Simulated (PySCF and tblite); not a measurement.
C4H6BrN, numbered as in [N:1]#[C:2][CH2:3][CH2:4][CH2:5][Br:6]. Free energies: PBE0-D3(BJ)/pcSseg-1 on GFN2-xTB structures plus GFN2-xTB thermal terms, symmetry and mirror images included. Conformers within 3 kcal/mol (GFN2-xTB free energy) were kept, 10 at most. GIAO shieldings: PBE0/pcSseg-1. Shifts are against TMS (¹H), TMS (¹³C), NH3 (¹⁵N) at the same level. Programs: PySCF with density fitting and tblite.

Torsions listed: C2–C3–C4–C5, C3–C4–C5–Br6. Of a mirror pair one member is shown.

```
conformer        shape  point group  mirror pair  ΔE(DFT)  Δ(G−E) at 298.15 K  δ H5 (ppm)
        1   -63°, -66°           C1          yes     0.00                0.00        3.91
        2  -178°, -64°           C1          yes     0.72               -0.18        3.62
        3  -62°, -179°           C1          yes     1.55               -0.20        3.61
        4   180°, 180°           Cs           no     2.30               -0.37        3.31
        5    -85°, 66°           C1          yes     3.68               -0.18        3.65
```

Energies in kcal/mol; the thermal term leaves out symmetry numbers and mirror images.

Task: Work out the weights at 298.15 K and the ¹H shift of H5 under fast exchange.

Result: RT = 0.592 kcal/mol. Each conformer gets RT ln(σ/g), with σ the rotational symmetry number and g = 2 for a mirror pair: 1: σ = 1, g = 2, G = 0.00 + 0.00 − 0.41 = -0.41, 0.00 above the lowest, exp(−ΔG/RT) = 1.000; 2: σ = 1, g = 2, G = 0.72 − 0.18 − 0.41 = 0.14, 0.55 above the lowest, exp(−ΔG/RT) = 0.398; 3: σ = 1, g = 2, G = 1.55 − 0.20 − 0.41 = 0.95, 1.36 above the lowest, exp(−ΔG/RT) = 0.101; 4: σ = 1, g = 1, G = 2.30 − 0.37 + 0.00 = 1.93, 2.34 above the lowest, exp(−ΔG/RT) = 0.019; 5: σ = 1, g = 2, G = 3.68 − 0.18 − 0.41 = 3.09, 3.50 above the lowest, exp(−ΔG/RT) = 0.003. The sum is 1.521, so the weights are 65.7, 26.2, 6.7, 1.3, 0.2 %. The averaged shift is 3.80 ppm. At 298.15 K the leading conformer alone gives 3.91 ppm and bare DFT energies give 3.82 ppm.

Spin–orbit effects of the heavy atoms on shieldings are missing.


¹⁵N shifts are against a computed isolated NH3 molecule, about 20 ppm from the liquid.